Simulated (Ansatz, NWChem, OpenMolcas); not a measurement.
## How methods differ on CH2F3Si (SMILES [CH2][Si](F)(F)F)

CH2F3Si has 7 atoms, charge 0, and is taken as a doublet. SMILES: `[CH2][Si](F)(F)F`. The coordinates come from a PBE0-D4/def2-TZVP relaxation.

Quantity: the vertical ionisation energy (to the singlet cation), in eV. The values are calculated.

| level | kind | program | value (eV) | less CCSD(T)/def2-SVP | CPU time (all runs) |
| --- | --- | --- | --- | --- | --- |
| USVWN5/def2-SVP | LDA | Ansatz | 10.72 | +0.11 | 6.3 s |
| UM06-L/def2-SVP | meta-GGA | OpenMolcas | 10.76 | +0.15 | 66 s |
| UBHLYP/def2-SVP | global hybrid | OpenMolcas | 10.84 | +0.23 | 48 s |
| UM06-2X/def2-SVP | hybrid meta-GGA | NWChem | 10.84 | +0.23 | 4 min |
| U-wB97M-V/def2-SVP | range-separated hybrid | Ansatz | 10.70 | +0.09 | 2.5 min |
| UMP2/def2-SVP | perturbation theory | Ansatz | 10.65 | +0.04 | 4.6 s |
| ROCCSD(T)/def2-SVP | coupled cluster or CI | OpenMolcas | 10.61 | 0.00 | 2.6 min |
| UCCSD/def2-SVP | coupled cluster or CI | Ansatz | 10.62 | +0.01 | 56 s |

Differences are taken from ROCCSD(T)/def2-SVP for orientation; it has basis-set and higher-order errors of its own. The values span 10.61 to 10.84 eV. The second state's dipole differs much between rows, so they may not all be the same state. CPU times are rough (shared hosts, several kinds of processor and program).
